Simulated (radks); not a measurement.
Question: The mean radii <r> (bohr) of the occupied orbitals of an atom or ion are listed with their occupations. Calculated with a radial shooting solver on a logarithmic mesh with Libxc functionals: Dirac Kohn-Sham, BLYP, spin-unpolarised, spherical densities, point nucleus.

orbital  occ.      <r>
1s1/2       2  0.02558
2s1/2       2   0.1093
2p1/2       2  0.09192
2p3/2       4  0.09791
3s1/2       2   0.2916
3p1/2       2   0.2815
3p3/2       4   0.2934
3d3/2       4   0.2643
3d5/2       6   0.2681
4s1/2       2   0.6730
4p1/2       2   0.6956
4p3/2       4   0.7226
4d3/2       4   0.7898
4d5/2       6   0.7994
5s1/2       2    1.548
5p1/2       2    1.694
5p3/2       1    1.752

Name the element and its charge. Open shells, if any, fill j = l - 1/2 first.

Answer: Z = 56, barium, charge +5: Ba5+ in [Kr] 4d10 5s2 5p3. The 1s radius gives Z: for a bare nucleus <r> = (2 gamma + 1)/(2Z) with gamma = sqrt(1 - (Z/c)^2), 0.02523 bohr for Z = 56, and screening makes it slightly larger (0.02558 here). The occupations add up to 51, and the charge is Z minus that.
